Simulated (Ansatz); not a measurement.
**Errors in the atomisation enthalpy at 298 K**

9 molecules without hydrogen; the atomisation enthalpy at 298 K in kJ/mol, computed less measured. Shapes, held fixed at every level: PBE0-D4/def2-TZVP. Thermal terms are harmonic and unscaled (PBE0-D4/def2-TZVP); the spin-orbit lowering of the free atoms is taken from their spectra. Programs: Ansatz 0.2.0. Measured values: Active Thermochemical Tables, CRC Handbook of Chemistry and Physics, NIST-JANAF tables.

Levels: A = PBE0-D4/def2-TZVPP; B = B2PLYP/cc-pVDZ; C = PBE-QIDH/cc-pVDZ.

| molecule | from tabulated heats | A | B | C |
| --- | --- | --- | --- | --- |
| AsF3 (arsenic trifluoride) | 1326 | -10 | -110 | -159 |
| BBr2F (SMILES FB(Br)Br) | 1388 | +12 | -60 | -41 |
| BBrCl2 (bromodichloroborane) | 1262 | +33 | -56 | -13 |
| CBr2ClF (dibromochlorofluoromethane) | 1329 | +18 | -113 | -90 |
| CBr2F2 (dibromodifluoromethane) | 1484 | +18 | -98 | -92 |
| CBrCl2F (bromodichlorofluoromethane) | 1391 | +21 | -115 | -90 |
| CBrClF2 (SMILES FC(F)(Cl)Br) | 1551 | +19 | -103 | -94 |
| SiCl4 (silicon tetrachloride) | 1598 | +5 | -178 | -123 |
| C2F3N (cyanotrifluoromethane) | 2640 | +23 | -98 | -123 |

**Question.** Sum up the errors.

**Answer.** 
| level | kind | mean error | mean absolute error | worst case |
| --- | --- | --- | --- | --- |
| PBE0-D4/def2-TZVPP | global hybrid | +15.4 | 17.7 | BBrCl2 |
| B2PLYP/cc-pVDZ | double hybrid | -103.4 | 103.4 | SiCl4 |
| PBE-QIDH/cc-pVDZ | double hybrid | -91.7 | 91.7 | AsF3 |

On this set PBE0-D4/def2-TZVPP has the smallest mean absolute error and B2PLYP/cc-pVDZ the largest. PBE0-D4/def2-TZVPP is too high in 8 of 9; B2PLYP/cc-pVDZ is too low in 9 of 9; PBE-QIDH/cc-pVDZ is too low in 9 of 9. The heats of C2F3N come from older tables and can be uncertain by 10 kJ/mol or more. The molecules' own spin-orbit binding is left out, so errors for heavy halides read too negative. Heats of the atoms come from ATcT where it has them, that of boron, 570 kJ/mol, from recent work. The levels differ in basis as well as in method. With so many references in doubt the order of the levels isn't settled. The tabulated values of AsF3, BBr2F, BBrCl2 are in doubt (older tables, estimates, or at odds with other calculations) and kept here. Over the 6 molecules whose values aren't doubted the mean absolute errors are A 17.3; B 117.5; C 102.0. Relativity is left out for As, Br. Outer-core shells of As, Br are correlated, in sets that cover them unevenly. The set is small.
